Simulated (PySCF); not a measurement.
The dipole of `C=C(C)S[SiH2]C1CC1` from its density and from atomic charges.

Coordinates (GFN2-xTB, Å) and charges (e) from the PBE0/pcSseg-1 density (PySCF):

| atom | x | y | z | Mulliken | IAO | Hirshfeld | ESP-fitted |
| --- | --- | --- | --- | --- | --- | --- | --- |
| C1 | -2.763 | 0.642 | -0.350 | -0.0609 | -0.3558 | -0.1258 | -0.6811 |
| C2 | -2.177 | -0.193 | 0.492 | -0.4849 | -0.0578 | +0.0030 | +0.3678 |
| C3 | -2.905 | -1.219 | 1.297 | -0.1453 | -0.4224 | -0.1198 | -0.4866 |
| S4 | -0.429 | -0.201 | 0.810 | -0.2210 | -0.1613 | -0.0628 | -0.2890 |
| Si5 | 0.456 | 0.520 | -1.017 | +0.6567 | +0.7002 | +0.3189 | +0.2307 |
| C6 | 2.278 | 0.086 | -0.911 | -0.5517 | -0.4208 | -0.1341 | -0.2091 |
| C7 | 2.758 | -1.129 | -0.164 | -0.2018 | -0.2795 | -0.0878 | -0.2497 |
| C8 | 3.030 | 0.228 | 0.386 | -0.2127 | -0.2804 | -0.0866 | -0.2661 |
| H9 | -3.829 | 0.606 | -0.501 | +0.1091 | +0.1525 | +0.0465 | +0.2391 |
| H10 | -2.224 | 1.385 | -0.910 | +0.1305 | +0.1467 | +0.0399 | +0.2430 |
| H11 | -2.589 | -2.218 | 0.997 | +0.1376 | +0.1598 | +0.0456 | +0.1489 |
| H12 | -2.663 | -1.101 | 2.352 | +0.1366 | +0.1582 | +0.0460 | +0.1617 |
| H13 | -3.979 | -1.128 | 1.160 | +0.1175 | +0.1507 | +0.0508 | +0.1483 |
| H14 | -0.223 | -0.174 | -2.108 | -0.0504 | -0.1168 | -0.0770 | -0.0342 |
| H15 | 0.288 | 1.972 | -1.105 | -0.0660 | -0.1305 | -0.0794 | -0.0461 |
| H16 | 2.842 | 0.336 | -1.802 | +0.1510 | +0.1562 | +0.0468 | +0.1707 |
| H17 | 2.025 | -1.739 | 0.342 | +0.1462 | +0.1515 | +0.0359 | +0.1282 |
| H18 | 3.578 | -1.692 | -0.584 | +0.1314 | +0.1504 | +0.0493 | +0.1352 |
| H19 | 4.040 | 0.610 | 0.350 | +0.1325 | +0.1509 | +0.0496 | +0.1337 |
| H20 | 2.480 | 0.536 | 1.263 | +0.1457 | +0.1482 | +0.0408 | +0.1546 |

**Question.** Form Σ q r in debye for every column and set it beside the full dipole.

**Answer.** The full density gives (0.19, -0.20, -0.86) D, 0.91 D in size; dipole vectors point from the negative to the positive end.

```
    scheme     μx     μy     μz  size (D)  share of the full size (%)  angle to the full dipole (°)
  Mulliken  -1.10   0.10  -1.28      1.69                         186                            55
       IAO   0.26  -0.12  -0.79      0.84                          93                             8
 Hirshfeld   0.10  -0.17  -0.05      0.20                          22                            58
ESP-fitted   0.18  -0.21  -0.82      0.86                          95                             1
```

**Question.** Which set comes closest?

**Answer.** Length of the difference vector: ESP-fitted 0.05 D, IAO 0.13 D, Hirshfeld 0.82 D, Mulliken 1.39 D. Closest: ESP-fitted. The schemes that divide the density aren't constrained to reproduce the dipole.

**Question.** What is left for the Hirshfeld atoms' own dipoles?

**Answer.** The shares of the density sum to the whole, so what Σ q r misses lies in dipoles about the nuclei. The atomic dipoles sum to (0.19, -0.20, -0.86) − (0.10, -0.17, -0.05) = (0.09, -0.03, -0.81) D, 0.82 D in size.

**Question.** With the origin at the mean of the coordinates, (0.000, -0.194, 0.000) Å, which are the largest single terms, by size, of the Hirshfeld dipole along the direction of the full one?

**Answer.** Si5 +1.39, C3 +0.93, C6 -0.83, H14 -0.72, H12 -0.57 D; all 20 atoms together +0.11 D. The single terms depend on the origin, their sum doesn't.

**Question.** Give the size of the full dipole in other units.

**Answer.** 0.91 D = 0.358 au = 0.189 e·Å = 3.03 × 10⁻³⁰ C·m.

Geometry: GFN2-xTB, one conformer, isolated molecule.

Shape of the structure used: `[CH2:1]=[C:2]([CH3:3])[S:4][SiH2:5][CH:6]1[CH2:7][CH2:8]1`: C1–C2–S4–Si5 -29°, C2–S4–Si5–C6 -165°, S4–Si5–C6–C7 31°.
